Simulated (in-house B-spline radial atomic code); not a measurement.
Results of a calculation; reference values are marked as such.
Weak and strong correlation along the adiabatic connection

Two-electron singlets in several external potentials (atomic units), by full CI in B-splines with partial waves to l = 8 (correlation energies up to 0.6 % small). The repulsion is scaled by λ at fixed density; W(λ) is the mean repulsion less the Hartree energy, W(0) = E_x, and the area under W from 0 to 1 is E_xc.

One system gave this curve:

| λ | W (hartree) |
| --- | --- |
| 0 | -1.4333 |
| 0.02 | -1.4352 |
| 0.05 | -1.4381 |
| 0.12 | -1.4447 |
| 0.25 | -1.4567 |
| 0.4 | -1.4698 |
| 0.6 | -1.4864 |
| 0.8 | -1.502 |
| 1 | -1.5166 |
| 1.4 | -1.5435 |
| 2 | -1.5784 |
| 3 | -1.6255 |
| 4.5 | -1.6781 |
| 7 | -1.737 |
| 10 | -1.7825 |

Problem. Which system is it?
A. −V exp(−r²/w²), V = 14.7, w = 1.26
B. −Z exp(−kr)/r, Z = 4.67, k = 0.594
C. −Z/r, Z = 20
D. −Z/r, Z = 1, wall at 2 bohr

Solution. A. The exchange energy sets the size: −V exp(−r²/w²), V = 14.7, w = 1.26: E_x = -1.43, E_c = -0.0439; −Z/r, Z = 20: E_x = -12.3, E_c = -0.0459; −Z exp(−kr)/r, Z = 4.67, k = 0.594: E_x = -2.65, E_c = -0.0445; −Z/r, Z = 1, wall at 2 bohr: E_x = -0.989, E_c = -0.0425 hartree.
